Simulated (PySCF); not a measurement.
Constitutional and geometric isomers with formula C4H8Si. Isolated molecules, 0 K electronic values unless said otherwise. One relaxed conformer stands for each flexible species; it need not be the lowest. Strings in code marks are SMILES. All members: neutral, multiplicity 1. Level: B3LYP-D3(BJ)/def2-TZVP (PySCF), beside PBE-D3(BJ)/def2-TZVP // B3LYP-D3(BJ)/def2-TZVP (PySCF) at the same geometries. B3LYP has the VWN-RPA correlation part, as in Gaussian. 

```csv
species,"HOMO–LUMO gap, PBE (eV)","HOMO–LUMO gap, B3LYP-D3(BJ) (eV)"
`C=C=[Si](C)C`,3.36,4.94
`CCC=C=[SiH2]` (C–C–C–C torsion 117°),3.42,withheld
`CC1=C[Si@@H]1C`,5.01,6.81
`C1CC12C[SiH2]2`,5.05,6.53
`C=C=CC[SiH3]` (C–C–C–Si torsion 106°),5.10,6.73
`C#CC[SiH2]C` (C–C–Si–C torsion 58°),6.15,7.73
```

Q: Fit y = a + b·x, y being the HOMO–LUMO gap at the first level, to the 5 complete rows by least squares, with x = the PBE value in eV. Give a, b and the rms residual, and predict the withheld value.

A: Means of the 5 rows: x̄ = 4.934, ȳ = 6.548 eV. Σ(x − x̄)² = 4.0029 and Σ(x − x̄)(y − ȳ) = 4.0163, so b = 1.003 and a = ȳ − b·x̄ = 1.599 eV. The rms residual is 0.105 eV. At x = 3.42 the line gives 5.03 eV. The run for `CCC=C=[SiH2]` (C–C–C–C torsion 117°) gave 4.78 eV, so the line is off by 0.25 eV, more than twice the rms residual.

Codes: PySCF.
